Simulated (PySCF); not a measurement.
C3H2F3, SMILES [CH]=CC(F)(F)F, multiplicity 2.

Geometry optimised at PBE0-D3(BJ)/def2-SVP. The isomer is the one that the SMILES or the coordinates give; other isomers of the formula were not compared.

All values below come from B3LYP/def2-TZVP (PySCF).

Gas-phase values at a fixed geometry.

Computed frontier levels, dipole moment and polarisability:
- α spin, highest occupied and lowest empty level: -7.57 and -1.14 eV
- β spin, highest occupied and lowest empty level: -8.60 and -3.16 eV
- dipole moment: 2.59 D
- quadrupole, principal values (traceless, Buckingham form, about the centre of nuclear charge): -4.59, -1.58, 6.18 D·Å
- mean static polarisability: 36.7 bohr³ (5.44 Å³)
- polarisability, principal values: 28.9, 32.9, 48.3 bohr³
- ⟨S²⟩: 0.760 (pure state 0.75)
